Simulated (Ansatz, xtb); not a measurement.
Stretching the Br1–Br2 bond in Br2 (multiplicity 1 held). Energies count from the point at 2.316 Å.


R- and RO- levels are restricted; in cc, def2 and unpolarised 6-31G sets they are followed outwards from rest. U- levels take the lowest unrestricted solution at each point, which mixes spins at long bonds. Curves can end on different states.

The values were computed with Ansatz (Gaussian basis) for Hartree–Fock, density functionals and correlated methods; xtb for the GFN methods. Values without a source in brackets are computed. The GFN methods have no spin term and hold the electronic entropy of 300 K.

Q: One of these levels gives 57.46 kcal/mol for the energy at R = 9.263 Å. Name it.
A) R-HF/cc-pVTZ
B) U-PBE/cc-pVTZ
C) U-r2SCAN/cc-pVTZ
D) GFN2-xTB

A: B, U-PBE/cc-pVTZ. The others give 47.05 (GFN2-xTB), 148.02 (R-HF/cc-pVTZ), 53.04 (U-r2SCAN/cc-pVTZ)

Doubts at one or more of the structures used: a restricted determinant that unrestricted orbitals would lower (R-HF/cc-pVTZ); a spin-contaminated determinant (U-PBE/cc-pVTZ, U-r2SCAN/cc-pVTZ).

Ansatz is a program for electronic structure.
